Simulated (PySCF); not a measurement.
Job file and geometry (Å, from GFN2-xTB) of an NMR shielding run on SMILES B[n+]1ccccc1, [C₅H₇BN]+, GIAO PBE0/pcSseg-1 NMR shielding, non-relativistic, gas phase (PySCF); density fitting, a coarse starting grid and PySCF grid level 2 are the driver's defaults:

```
$ OMP_NUM_THREADS=1 python probes_run.py task.json out

{"job": {"kind": "nmr", "xc": "PBE0", "basis": "pcSseg-1"}, "charge": 1, "multiplicity": 1}
B      2.322060    -0.040049    -0.065572
N      0.854441    -0.014846    -0.025009
C      0.143847    -1.149746    -0.206237
C     -1.233154    -1.158934    -0.172437
C     -1.916204     0.032906     0.052268
C     -1.181243     1.200343     0.237981
C      0.194322     1.143616     0.194169
H      2.895533     0.958802     0.090083
H      2.851790    -1.057469    -0.252497
H      0.706607    -2.054671    -0.381665
H     -1.766674    -2.084801    -0.320838
H     -2.995519     0.051303     0.080965
H     -1.673415     2.144179     0.413525
H      0.796933     2.028894     0.333097
```

Q: Write the output of this run.

A: 
```
coarse grid: 11920 points
cycle   1  E = -273.6646372580  dE =  1.426e+00  |g| = 3.056e-01  |ddm| = 3.413e+00
cycle   2  E = -273.6246794651  dE =  3.996e-02  |g| = 5.112e-01  |ddm| = 7.472e-01
cycle   3  E = -273.6914745000  dE = -6.680e-02  |g| = 5.542e-02  |ddm| = 4.232e-01
cycle   4  E = -273.6919599586  dE = -4.855e-04  |g| = 3.537e-02  |ddm| = 7.361e-02
cycle   5  E = -273.6922707506  dE = -3.108e-04  |g| = 3.910e-03  |ddm| = 2.800e-02
cycle   6  E = -273.6922738079  dE = -3.057e-06  |g| = 1.557e-03  |ddm| = 3.781e-03
final grid: 115848 points
cycle   7  E = -273.7295597828  dE = -3.886e-05  |g| = 7.152e-03  |ddm| = 3.636e-02
cycle   8  E = -273.7295596143  dE =  1.685e-07  |g| = 7.461e-03  |ddm| = 1.343e-02
cycle   9  E = -273.7295732197  dE = -1.361e-05  |g| = 1.351e-03  |ddm| = 6.737e-03
cycle  10  E = -273.7295736261  dE = -4.065e-07  |g| = 4.052e-04  |ddm| = 1.243e-03
cycle  11  E = -273.7295736685  dE = -4.242e-08  |g| = 6.620e-05  |ddm| = 3.983e-04
cycle  12  E = -273.7295736696  dE = -1.015e-09  |g| = 2.998e-05  |ddm| = 8.241e-05
cycle  13  E = -273.7295736698  dE = -2.235e-10  |g| = 8.435e-06  |ddm| = 2.689e-05
converged SCF energy = -273.7295736698

GIAO shielding tensors (ppm)
atom      isotropic    diamagn.    paramagn.     s11        s22        s33       span
  0 B       31.630     195.092    -163.462    -49.039     44.493     99.436    148.475
  1 N       23.878     331.395    -307.517    -97.488    -89.087    258.211    355.699
  2 C       26.485     252.492    -226.007    -73.283      8.284    144.455    217.738
  3 C       48.927     256.243    -207.315    -62.742     28.240    181.283    244.025
  4 C       21.911     253.994    -232.083    -99.900    -22.501    188.135    288.034
  5 C       48.944     256.236    -207.292    -62.706     28.239    181.299    244.005
  6 C       26.480     252.493    -226.013    -73.266      8.262    144.444    217.710
  7 H       24.820      29.009      -4.189     22.671     24.432     27.358      4.688
  8 H       24.819      29.008      -4.188     22.668     24.432     27.357      4.689
  9 H       22.437      30.189      -7.752     17.937     23.192     26.184      8.247
 10 H       22.873      28.911      -6.039     19.751     22.790     26.078      6.327
 11 H       22.192      28.664      -6.472     19.585     20.950     26.041      6.456
 12 H       22.872      28.911      -6.039     19.751     22.789     26.075      6.324
 13 H       22.440      30.196      -7.756     17.938     23.195     26.188      8.250
```

Size and cost of the density-fitted run: 154 basis functions, 16 s wall time on 1 thread of an Arm Neoverse V1, shared host; peak memory 0.76 GiB.
